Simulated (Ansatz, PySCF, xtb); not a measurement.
Breaking a bond: SiMg, lowest singlet found (which spin is the ground state isn't settled by this scan). Each curve is given relative to its own lowest point between 2.11 and 3.14 Å, where full CI is lowest.

```tsv
R / Å	A	B	C
1.82	129.9	88.4	92.6
1.98	47.2	45.2	47.5
2.11	17.8	24.1	24.9
2.18	9.4	16.4	16.5
2.31	1.8	7.1	6.5
2.41	0.1	3.1	2.3
2.46	0.0	1.8	1.1
2.55	0.8	0.5	0.1
2.60	1.5	0.1	0.0
2.70	3.6	0.0	0.6
2.86	7.5	0.8	2.6
2.99	10.9	1.9	4.6
3.14	14.7	3.2	6.8
3.37	19.3	5.0	9.6
3.69	22.5	6.8	12.3
4.05	25.0	8.1	14.1
4.50	28.0	8.8	15.2
4.92	30.1	9.2	15.8
5.54	31.7	9.4	16.4
6.26	32.4	9.4	16.7
7.31	32.6	9.5	16.8
8.61	32.7	9.5	16.8
```

Energies in kcal/mol.

Which curve belongs to which method? The methods are GFN1-xTB in xtb; Ansatz (a first-principles code) with RHF/aug-cc-pVDZ; restricted MP2 (frozen core)/3-21G (PySCF).

A is GFN1-xTB; B is RHF; C is RMP2/3-21G.

The restricted form behind RHF, RMP2/3-21G keeps the bonding electrons paired and can't separate into open-shell fragments.
